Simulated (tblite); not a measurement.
C5H8FOP.
Z-matrix (Å and degrees, GFN2-xTB geometry), rows numbered from 1:
```
C 
P   1  1.8324
O   2  1.4651  1  113.62
C   2  1.8136  1  106.32  3   131.23
C   4  1.3240  2  109.22  1    98.37
F   5  1.3422  4  123.78  2  -179.80
C   5  1.4978  4  120.27  2    -1.32
C   7  1.5273  5  106.93  4    15.68
H   1  1.0882  2  107.86  3   -59.65
H   1  1.0852  2  112.11  3   179.04
H   1  1.0884  2  107.71  3    57.36
H   4  1.0752  2  125.40  1   -83.20
H   7  1.0925  5  109.98  4   138.05
H   7  1.0941  5  108.83  4  -104.66
H   8  1.0893  2  112.39  1    34.56
H   8  1.0921  2  105.92  1   152.30
```

All values are computed: GFN2-xTB (tblite) harmonic vibrations without scaling, gas phase. Against measured fundamentals such values can be off by several per cent, at times by over 20. One conformer, not necessarily the lowest.

Harmonic wavenumbers (cm⁻¹): 83.4, 120.0, 156.0, 214.2, 259.1, 290.9, 356.4, 391.7, 433.3, 447.2, 517.8, 667.8, 741.2, 764.3, 777.2, 795.6, 849.5, 858.9, 894.0, 940.8, 1047.1, 1077.4, 1091.0, 1155.5, 1203.6, 1219.6, 1280.7, 1306.5, 1310.4, 1417.1, 1431.2, 1433.9, 1463.9, 1686.4, 2946.2, 2970.7, 2980.4, 2994.4, 3009.3, 3013.4, 3042.7, 3125.7.

A = 3171, B = 1196, C = 1134 MHz; mass 134.030 u (most abundant isotopes); point group C1, symmetry number 1.

Question: What is the zero-point energy?

Answer: ½Σν̃ = 26383 cm⁻¹ = 315.61 kJ/mol.

Question: What is S at 350 K and 1 bar for an ideal gas of classical rigid rotors and harmonic oscillators?

Answer: Translation 173.28, rotation 122.10, vibration 108.76: S = 404.1 J/(mol K).

Question: And Cp and H(350 K) − H(0)?

Answer: Cp = 162.46 J/(mol K), of which vibrations give 129.20 (their classical limit is 42 R = 349.2); H(350 K) − H(0) = 33.27 kJ/mol without the zero-point energy, 21.63 from vibrations.

Question: Blend soft modes into free rotors: weight 1/[1 + (100 cm⁻¹/ν̃)⁴] for the oscillator and the rest for a rotor with moment μB/(μ + B), μ = h/(8π²ν), B = 10⁻⁴⁴ kg m². What vibrational entropy results?

Answer: 105.20 J/(mol K) in place of 108.76, which changes −T·S at 350 K by +1.25 kJ/mol.

Question: Which modes carry the vibrational entropy at 350 K?

Answer: 83.4 cm⁻¹: 17.26; 120.0 cm⁻¹: 14.27; 156.0 cm⁻¹: 12.15; 214.2 cm⁻¹: 9.64; 259.1 cm⁻¹: 8.17; 290.9 cm⁻¹: 7.31 J/(mol K); the other 36 give 39.97 together.

Question: What must be added to the electronic energy to get the Gibbs energy at 350 K and 1 bar?

Answer: ZPE + [H(350 K) − H(0)] − T·S = 315.61 + 33.27 − 141.45 = 207.43 kJ/mol.

Hindered rotation and anharmonicity are outside this model. Other conformers, if any are populated, would add a mixing term that is left out. The structure is chiral; the term R ln 2 for an equal mix with its mirror image is left out.
